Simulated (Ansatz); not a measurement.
In₉Sb₁₀H₂₆⁺, a nanocrystal cut from wurtzite InSb (hydrogen-capped), 45 atoms. Hardware: 4 threads of AMD EPYC 7R13 on a shared host and a share (37 GiB) of an NVIDIA H100 80GB HBM3.

In the def2 sets In, Sb take a core potential; there is no spin–orbit coupling. Correlated methods freeze 76 core orbitals; core or outer-core shells of Sb, In are correlated, in sets that lack core-valence functions. Single mean-field runs in def2-SVP, def2-TZVP are fitted with def2-universal-jkfit.

Q: How many basis functions does each of these Ansatz runs have, and roughly what does it cost? r2SCAN-D4/def2-SVP, charge 1 singlet, relaxation, 26 steps; MP2/def2-SVP, charge 1 singlet, energy, from earlier orbitals; PBE-D4/def2-TZVP, charge 1 singlet, energy, from earlier orbitals; PBE0-D4/def2-SVP, charge 2 doublet at the geometry of the charge 1 singlet, energy; revPBE-D4/def2-SVP, charge 1 singlet, energy and forces, from earlier orbitals; PBE0-D4/def2-SVP, charge 1 singlet, energy, from earlier orbitals; PBE-D4/def2-SVP, charge 1 triplet at the geometry of the charge 1 singlet, energy, from earlier orbitals; PBE0-D4/def2-SVP, charge 0 doublet at the geometry of the charge 1 singlet, energy; PBE-D4/def2-SVP, charge 0 doublet at the geometry of the charge 1 singlet, energy, from earlier orbitals; ωB97M-V/def2-SVP, charge 1 singlet, energy, from earlier orbitals; revPBE-D4/def2-SVP, charge 2 doublet at the geometry of the charge 1 singlet, energy, from earlier orbitals; PBE0-D4/def2-SVP, charge 1 triplet at the geometry of the charge 1 singlet, energy.

A: Other jobs shared the machine, so times can vary by a factor of up to 3.

```tsv
run	functions	fitting or Cholesky vectors	wall time	peak host memory (GiB)
PBE0-D4/def2-SVP, charge 1 singlet, energy, from earlier orbitals	624	4610	5.5 s	1.2
revPBE-D4/def2-SVP, charge 1 singlet, energy and forces, from earlier orbitals	624	4610	6 s	1.3
PBE-D4/def2-SVP, charge 0 doublet at the geometry of the charge 1 singlet, energy, from earlier orbitals	624	4610	6.5 s	1.3
PBE-D4/def2-TZVP, charge 1 singlet, energy, from earlier orbitals	1106	4610	7 s	1.4
revPBE-D4/def2-SVP, charge 2 doublet at the geometry of the charge 1 singlet, energy, from earlier orbitals	624	4610	9 s	1.4
MP2/def2-SVP, charge 1 singlet, energy, from earlier orbitals	624	7717	11 s	1.8
PBE0-D4/def2-SVP, charge 2 doublet at the geometry of the charge 1 singlet, energy	624	4610	13 s	1.4
ωB97M-V/def2-SVP, charge 1 singlet, energy, from earlier orbitals	624	4610	13 s	1.8
PBE-D4/def2-SVP, charge 1 triplet at the geometry of the charge 1 singlet, energy, from earlier orbitals	624	4610	14 s	1.4
PBE0-D4/def2-SVP, charge 0 doublet at the geometry of the charge 1 singlet, energy	624	4610	16 s	1.4
PBE0-D4/def2-SVP, charge 1 triplet at the geometry of the charge 1 singlet, energy	624	4610	52 s	1.4
r2SCAN-D4/def2-SVP, charge 1 singlet, relaxation, 26 steps	624	4610	2.4 min	1.4
```
